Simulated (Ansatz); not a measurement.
`C[O][SbH][CH3]` at its PBE0-D4/def2-TZVP geometry, where that method's forces vanish. Charge 0, multiplicity 1. Sb: def2 effective core potential.

```json
{"atom": "C1", "x (Å)": "-0.8710", "y (Å)": "0.5982", "z (Å)": "1.7180"}
{"atom": "O2", "x (Å)": "-0.6123", "y (Å)": "-0.5231", "z (Å)": "0.9130"}
{"atom": "Sb3", "x (Å)": "-0.8577", "y (Å)": "-0.3300", "z (Å)": "-1.0385"}
{"atom": "C4", "x (Å)": "1.2344", "y (Å)": "-0.1292", "z (Å)": "-1.4963"}
{"atom": "H5", "x (Å)": "-0.1135", "y (Å)": "1.3853", "z (Å)": "1.5963"}
{"atom": "H6", "x (Å)": "-0.8505", "y (Å)": "0.2752", "z (Å)": "2.7626"}
{"atom": "H7", "x (Å)": "-1.8563", "y (Å)": "1.0444", "z (Å)": "1.5237"}
{"atom": "H8", "x (Å)": "-0.8323", "y (Å)": "-2.0286", "z (Å)": "-1.2591"}
{"atom": "H9", "x (Å)": "1.5458", "y (Å)": "0.9057", "z (Å)": "-1.3549"}
{"atom": "H10", "x (Å)": "1.4144", "y (Å)": "-0.4165", "z (Å)": "-2.5340"}
{"atom": "H11", "x (Å)": "1.7990", "y (Å)": "-0.7814", "z (Å)": "-0.8309"}
```

(1) For each bond, give half the difference of the two atoms' forces along it (eV/Å; positive pushes the atoms apart) under PBE-D4, r2SCAN-D4, B3LYP-D4, ωB97M-V in def2-TZVPP. (Estimate.)

## Answers

(1) Ansatz gave: 
```
  bond  length (Å)  PBE-D4  r2SCAN-D4  B3LYP-D4  ωB97M-V
 C1–O2       1.404    0.26       0.29      0.24     0.30
 C1–H5       1.099    0.07      -0.05     -0.08    -0.10
 C1–H6       1.094    0.10      -0.05     -0.12    -0.12
 C1–H7       1.099    0.06      -0.07     -0.07    -0.09
O2–Sb3       1.976    0.47       0.11      0.24    -0.10
Sb3–C4       2.151    0.20       0.12      0.27    -0.08
Sb3–H8       1.713    0.24       0.04      0.04    -0.15
 C4–H9       1.090    0.09      -0.03     -0.08    -0.03
C4–H10       1.092    0.08      -0.03     -0.08    -0.02
C4–H11       1.090    0.08      -0.04     -0.09    -0.04
```

B3LYP here is the variant with VWN-RPA as its local correlation; programs differ in this.
